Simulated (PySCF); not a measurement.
Molfile (atoms numbered from 1):
```
C3H13OPSi2
     RDKit          3D

 20 19  0  0  0  0  0  0  0  0999 V2000
   -2.6755    1.0625   -0.4571 C   0  0  0  0  0  0  0  0  0  0  0  0
   -2.1598   -0.1233    0.0759 O   0  0  0  0  0  0  0  0  0  0  0  0
   -0.5603   -0.3338    0.5277 Si  0  0  1  0  0  4  0  0  0  0  0  0
   -0.1546    0.6585    2.0714 C   0  0  0  0  0  0  0  0  0  0  0  0
   -0.4381   -2.5293    1.0653 P   0  0  0  0  0  0  0  0  0  0  0  0
    0.9008    0.2030   -1.2373 Si  0  0  0  0  0  4  0  0  0  0  0  0
    2.6692   -0.2642   -0.7684 C   0  0  0  0  0  0  0  0  0  0  0  0
   -2.6706    1.8882    0.2789 H   0  0  0  0  0  0  0  0  0  0  0  0
   -2.1136    1.4020   -1.3481 H   0  0  0  0  0  0  0  0  0  0  0  0
   -3.7190    0.8905   -0.7623 H   0  0  0  0  0  0  0  0  0  0  0  0
   -0.2691    1.7390    1.8903 H   0  0  0  0  0  0  0  0  0  0  0  0
    0.8848    0.4800    2.3901 H   0  0  0  0  0  0  0  0  0  0  0  0
   -0.8229    0.3734    2.8993 H   0  0  0  0  0  0  0  0  0  0  0  0
    0.9794   -2.4724    1.2560 H   0  0  0  0  0  0  0  0  0  0  0  0
   -0.3269   -2.9744   -0.2882 H   0  0  0  0  0  0  0  0  0  0  0  0
    0.4768   -0.5575   -2.4579 H   0  0  0  0  0  0  0  0  0  0  0  0
    0.8462    1.6628   -1.5850 H   0  0  0  0  0  0  0  0  0  0  0  0
    2.7372   -1.3372   -0.5330 H   0  0  0  0  0  0  0  0  0  0  0  0
    3.0038    0.3023    0.1143 H   0  0  0  0  0  0  0  0  0  0  0  0
    3.3638   -0.0492   -1.5946 H   0  0  0  0  0  0  0  0  0  0  0  0
  1  2  1  0
  3  2  1  6
  3  4  1  0
  3  5  1  0
  3  6  1  0
  6  7  1  0
  1  8  1  0
  1  9  1  0
  1 10  1  0
  4 11  1  0
  4 12  1  0
  4 13  1  0
  5 14  1  0
  5 15  1  0
  6 16  1  0
  6 17  1  0
  7 18  1  0
  7 19  1  0
  7 20  1  0
M  END
```

Equivalent nuclei averaged, a single conformation, non-relativistic, isolated molecule. Geometry from PBE0-D3(BJ)/def2-SVP; HF/pcSseg-1 with gauge-including orbitals; PySCF 2.14.0 with density-fitted response routines.

Referencing at the same level of theory: $^{13}$C (σref 190.85), $^{1}$H (σref 31.69), $^{29}$Si (σref 393.43) vs TMS; $^{17}$O (σref 333.31) against H2O; H3PO4 for $^{31}$P (σref 356.22).

```tsv
atoms	nucleus	count	δ (ppm)
H17	$^{1}$H	1	3.71
H18/H19/H20	$^{1}$H	3	0.13
C7	$^{13}$C	1	?
C4	$^{13}$C	1	-0.7
H11/H12/H13	$^{1}$H	3	0.27
P5	$^{31}$P	1	?
O2	$^{17}$O	1	-15.6
Si3	$^{29}$Si	1	?
C1	$^{13}$C	1	48.1
Si6	$^{29}$Si	1	-63.8
H16	$^{1}$H	1	?
H14/H15	$^{1}$H	2	1.27
H8/H9/H10	$^{1}$H	3	3.27
```

Q: Estimate the values marked ?.

A: 
- C7: -10.0 ppm, methyl carbon bonded to Si; an electropositive neighbour leaves it electron-rich and shielded
- H16: 3.57 ppm, hydrogen on a silicon bonded to C, Si
- Si3: 22.9 ppm, silicon bonded to C, O, P, Si
- P5: -249.1 ppm, phosphorus bonded to Si, 2 H

Shifts are as computed. Against solution values, carbons near 30 ppm lie about -0 ppm off and those near 130 ppm about +7 ppm. Of 1211 compounds with measured shifts, 218 miss one by over three times the rms of a fit or turn the order of signals round; such compounds aren't used in these exercises. Experimental scales use liquid or dissolved standards, which lie at an offset from isolated H2O (liquid H2O: subtract about 36 ppm) and H3PO4.
